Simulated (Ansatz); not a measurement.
Wavefunction ladder for `CN(C)[B]O` radical

Cartesian coordinates in Å:
```
C 0.5155 -0.0244 1.0296
N -0.1390 0.0162 -0.2574
C 0.3452 -0.9742 -1.1886
B -1.1491 0.9165 -0.6029
O -1.7089 1.8952 0.1448
H 1.5934 0.1501 0.9311
H 0.1167 0.7390 1.7006
H 0.3755 -0.9980 1.5139
H 1.4167 -0.8431 -1.3837
H -0.1938 -0.8808 -2.1308
H 0.1966 -1.9890 -0.7993
H -1.3688 1.9926 1.0427
```

Charge 0, multiplicity 2. The geometry is a stationary point of PBE0-D4/def2-TZVP. It is one conformer, not always the lowest. Frozen core, unrestricted reference, Ansatz. CBS rows extrapolate triple and quadruple zeta; past MP2 they add the triple-zeta difference.

```json
{"basis": "def2-SVP", "HF (Eh)": "-233.65227", "MP2 corr.": "-0.70375", "CCSD corr.": "?", "(T)": "-0.02114", "CCSD(T) total": "?"}
{"basis": "def2-TZVPP", "HF (Eh)": "?", "MP2 corr.": "?", "CCSD corr.": "-0.91143", "(T)": "-0.03558", "CCSD(T) total": "?"}
{"basis": "def2-QZVPP", "HF (Eh)": "-233.93269", "MP2 corr.": "?", "CCSD corr.": "–", "(T)": "–", "CCSD(T) total": "–"}
{"basis": "CBS(def2)", "HF (Eh)": "-233.93427", "MP2 corr.": "-0.98176", "CCSD corr.": "-1.01857", "(T)": "as TZ", "CCSD(T) total": "-234.98842"}
```

(1) Fill in the withheld values. (Estimate.)

## Answers

(1) Computed: def2-SVP CCSD corr.: -0.75195; def2-SVP CCSD(T) total: -234.42536; def2-TZVPP HF (Eh): -233.92125; def2-TZVPP MP2 corr.: -0.87463; def2-TZVPP CCSD(T) total: -234.86826; def2-QZVPP MP2 corr.: -0.93617.
